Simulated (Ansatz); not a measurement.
CH6GaNS, SMILES `[NH2][GaH][CH2]S`. Charge 0, multiplicity 1. All single points use the PBE0-D4/def2-TZVP geometry. It is one conformer, not always the lowest.

```xyz
10

N    -0.220    2.052    0.261
Ga   -0.675    0.353   -0.184
C     0.757   -0.955   -0.527
S     0.659   -2.111    0.878
H     0.727    2.383    0.333
H    -0.881    2.741    0.577
H    -2.188   -0.041   -0.180
H     1.738   -0.485   -0.440
H     0.721   -1.496   -1.472
H    -0.638   -2.441    0.754
```

Problem. What is the dipole moment at B3LYP/def2-TZVPP? (An estimate is asked.)

Solution. Ansatz gave: 1.50 D, with components (0.07, 1.25, -0.82) D in this frame, pointing from negative to positive charge.

Problem. And with PBE, r2SCAN, ωB97M-V? (Best estimate.)

Solution. The calculation gave: PBE 1.50 D, r2SCAN 1.56 D, ωB97M-V 1.51 D.

Problem. Give the Mulliken charges with B3LYP, PBE, r2SCAN in def2-TZVPP. (An estimate is asked.)

Solution. Ansatz gave: 
```
atom  B3LYP    PBE  r2SCAN
  N1  -0.39  -0.37   -0.44
 Ga2   0.27   0.19    0.28
  C3  -0.25  -0.23   -0.19
  S4  -0.18  -0.19   -0.19
  H5   0.13   0.15    0.16
  H6   0.14   0.15    0.16
  H7  -0.05  -0.04   -0.05
  H8   0.11   0.11    0.08
  H9   0.12   0.12    0.09
 H10   0.10   0.11    0.10
```

B3LYP here is the variant with VWN-RPA as its local correlation; programs differ in this.
